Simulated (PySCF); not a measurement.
Species: C₆H₁₁F₃.
Structure used (PBE0-D3(BJ)/def2-SVP), in Å, numbered top down from 1:
```
atom  x, y, z in Å
C1     1.7659    0.9170    0.4685
C2     0.8891   -0.2327    0.9359
C3    -0.1176   -0.7564   -0.0862
C4     0.5516   -1.4286   -1.2700
F5    -0.8526   -1.7471    0.5776
C6    -1.1381    0.2726   -0.5665
C7    -1.9925    0.8756    0.5182
F8    -1.2863    1.7711    1.2562
F9    -3.0244    1.5489   -0.0416
H10    2.4926    1.1848    1.2493
H11    2.3397    0.6650   -0.4369
H12    1.1702    1.8177    0.2600
H13    1.5090   -1.0947    1.2326
H14    0.3323    0.0714    1.8347
H15   -0.2046   -1.9092   -1.9073
H16    1.2517   -2.2009   -0.9195
H17    1.1069   -0.7024   -1.8800
H18   -1.8217   -0.2280   -1.2689
H19   -0.6461    1.0907   -1.1145
H20   -2.4022    0.1154    1.2038
```

Level: PBE0/pcSseg-1 in PySCF, non-relativistic, on one gas-phase PBE0-D3(BJ)/def2-SVP geometry that isn't relaxed in the solvent. The solvent is an IEF-PCM continuum (Bondi radii, 1.10 Å for H, scaled by 1.2). The model holds no explicit solvent molecules, cavitation or dispersion.

```
run  E − E(gas) (kcal/mol)  HOMO (eV)  HOMO–LUMO gap (eV)  dipole (D)
gas                   0.00      -9.08               10.36        2.24
  P                  -4.32      -8.89               10.54        2.72
  Q                  -3.75      -8.91               10.52        2.66
```

The runs were made in acetone and tetrahydrofuran. Which run belongs to which solvent?

P = acetone, Q = tetrahydrofuran. The dielectric constants are 7.426 (tetrahydrofuran), 20.49 (acetone), and the energy falls further as ε rises. In this model the ground state sees the solvent through ε alone.

How constant is the ratio of the lowering to (ε − 1)/(2ε + 1)?

```
        solvent  (ε − 1)/(2ε + 1)  E − E(gas) (kcal/mol)  ratio (kcal/mol)  polarisation term (kcal/mol)
tetrahydrofuran             0.405                  -3.75              -9.2                         -4.07
        acetone             0.464                  -4.32              -9.3                         -4.76
```

The ratio changes by +0.6 % in size from tetrahydrofuran to acetone. The polarisation term is half the interaction of the solute with the induced surface charges.
